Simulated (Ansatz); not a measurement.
Computed with Ansatz on PBE0-D4/def2-TZVP structures; ΔE is electronic, products minus reactants. CBS: MP2 limit from def2 TZ/QZ plus the TZ coupled-cluster correction, frozen cores. This one scheme is used for every species. Elements past krypton have def2 core potentials. For Te outer-core shells are correlated without core-valence functions, which leaves a few kJ/mol of doubt a bond. One conformer a species, not always the lowest.

Reaction (formal exchange of groups at a Te–C bond): `SC[TeH]` + `[SiH3]C(Cl)Cl` → `[SiH3]C(Cl)(Cl)[TeH]` + CH₃SH

```json
{"species": "`SC[TeH]`", "CCSD/CBS(def2) energy (Eh)": "-705.91452"}
{"species": "`[SiH3]C(Cl)Cl`", "CCSD/CBS(def2) energy (Eh)": "-1249.04758"}
{"species": "`[SiH3]C(Cl)(Cl)[TeH]`", "CCSD/CBS(def2) energy (Eh)": "-1516.74805"}
{"species": "CH₃SH", "CCSD/CBS(def2) energy (Eh)": "-438.21275"}
```

Task: Work out ΔE.

Result: ΔE = (-1516.74805) + (-438.21275) − (-705.91452) − (-1249.04758) = 0.00130 Eh = +0.04 eV. CCSD(T)/CBS gives -0.01 eV.

Task: What do rigid-rotor, harmonic-oscillator terms from PBE0-D4/def2-TZVP frequencies (298.15 K, 1 bar) make of the CCSD(T)/CBS value? (Best estimate.)

Result: Ansatz gave: ΔZPE = -0.03 eV, ΔH = -0.02 eV, ΔS = -7 J/(mol·K), ΔG = 0.00 eV.

Largest T1 diagnostic among the species: 0.011.

Leaving LDA and LC-ωPBE aside and taking each functional with its dispersion term where it has one, the values, not all of them listed here, spread over 0.07 eV, from BLYP-D4 to CAM-B3LYP-D4. LDA lies −0.06 eV from PBE without D4. In def2-TZVPP, CCSD(T) changes the Hartree–Fock value by −0.20 eV (the triples alone add −0.04 eV) and MP2 by −0.27 eV.
